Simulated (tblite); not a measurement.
Isomers of [C6H10O2]- (charge -1 and doublet state). Level: GFN2-xTB in tblite, geometry and Hessian alike; calculated harmonic values, unscaled, isolated species. The method is semi-empirical: single wavenumbers can be off by several per cent or more. One conformer each. Open shells enter through the occupations alone, without spin polarisation, and single modes of such species can be off by tens of per cent.

Electronic energies: GFN2-xTB at the same geometries; isomer energies are rough at this level and their order can be wrong.

| SMILES | electronic energy, lowest = 0 (kJ/mol) |
| --- | --- |
| C=CCCC[C]([O-])O | 52.6 |
| C[C@H]1CC[C]([O-])OC1 | 0.0 |
| C=C(OC)[C@H](C)[CH][O-] | 103.1 |

Q: How do GFN2-xTB zero-point energies change the relative energies?

A: 
```
                 SMILES  ZPE (kJ/mol)  of it from modes above 1550 cm⁻¹  electronic (kJ/mol)  with ZPE, lowest = 0 (kJ/mol)  lowest mode (cm⁻¹)  rings
  C[C@H]1CC[C]([O-])OC1         387.6                             172.7                  0.0                            0.0                  91      1
       C=CCCC[C]([O-])O         376.1                             200.7                 52.6                           41.1                  46      0
C=C(OC)[C@H](C)[CH][O-]         372.5                             186.6                103.1                           88.0                  60      0
```

The zero-point energies span 15.1 kJ/mol, from `C=C(OC)[C@H](C)[CH][O-]` to `C[C@H]1CC[C]([O-])OC1`. The order is unchanged.

Q: What do entropy and thermal enthalpy add at 298.15 K and 1 bar (rigid rotor, harmonic oscillator, one conformer each)?

A: 
```csv
SMILES,point group,symmetry number,S (J/(mol K)),H − H(0) (kJ/mol),ZPE + H − H(0) − TS (kJ/mol)
C[C@H]1CC[C]([O-])OC1,C1,1,367.0,23.45,301.7
C=CCCC[C]([O-])O,C1,1,419.8,28.84,279.8
C=C(OC)[C@H](C)[CH][O-],C1,1,410.1,29.14,279.4
```

S holds R ln(2S + 1) for the spin.
